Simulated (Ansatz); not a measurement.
Ansatz (a first-principles code) input (B3LYP-D3(BJ)/def2-TZVP):

Ansatz 0.2 input:
```yaml
crystal:
  periodic: [false, false, false]
  atoms:
    - {symbol: Br, position_ang: [-0.97050825, 2.40988330, -0.79621321]}
    - {symbol: Sn, position_ang: [0.01207427, 0.01140382, -0.02060408]}
    - {symbol: Br, position_ang: [-1.85558015, -1.90173482, -0.42748172]}
    - {symbol: Br, position_ang: [0.64745421, 0.10230427, 2.60660125]}
    - {symbol: Br, position_ang: [2.22412013, -0.56973914, -1.46352448]}
basis:
  gaussian:
    orbitals: def2-TZVP
hamiltonian:
  xc: b3lyp
  dispersion: d3bj
total_charge: -1
magnetization: {spin_polarized: true, initial_magnetization: 1}
relax: {f_tol: 0.002, max_steps: 150}
```

End of the output:

```
relax step   3: F+E_penalty+E_count = -286030.54267076 eV  Δ(F+E_penalty+E_count) = -6.317e-6 eV  max|allowed force component| = 5.706e-4 eV/Å  Δτ_max = 0.0009 Å  (24 SCF iters, accepted)
integrals: 0.42 GiB planned
1896 factors; integrals over basis functions are off by at most 1.5e-4 eV
mean field: 4.19 GiB planned
mean field evaluation 32: about -286029.9514 eV, gradient 5.2e0 eV
mean field -286030.07385925 eV, -10511.4113361800 hartree, gradient 4.5e-5 eV, S^2 0.753308; 1 other end points of the search recorded, 0 dependent functions left out
the calculation of the forces begins
reference -286030.07413322 eV, -10511.4113462482 hartree; 82, 81 occupied and 160, 161 virtual orbitals, 1896 factors
Total energy: -286030.54294473 eV, -10511.4285747535 hartree
Atom 0 at    -0.957655     2.379547    -0.786459 Å, force     0.000181    -0.000163     0.000057 eV/Å
Atom 1 at     0.011592     0.011150    -0.020445 Å, force    -0.000132     0.000272    -0.000044 eV/Å
Atom 2 at    -1.832576    -1.878057    -0.422575 Å, force    -0.000571    -0.000424    -0.000179 eV/Å
Atom 3 at     0.639700     0.101486     2.573820 Å, force     0.000146     0.000207     0.000453 eV/Å
Atom 4 at     2.196499    -0.562008    -1.445564 Å, force     0.000375     0.000108    -0.000287 eV/Å
Dipole moment:     0.000027    -0.000108     0.000023 e Å
```
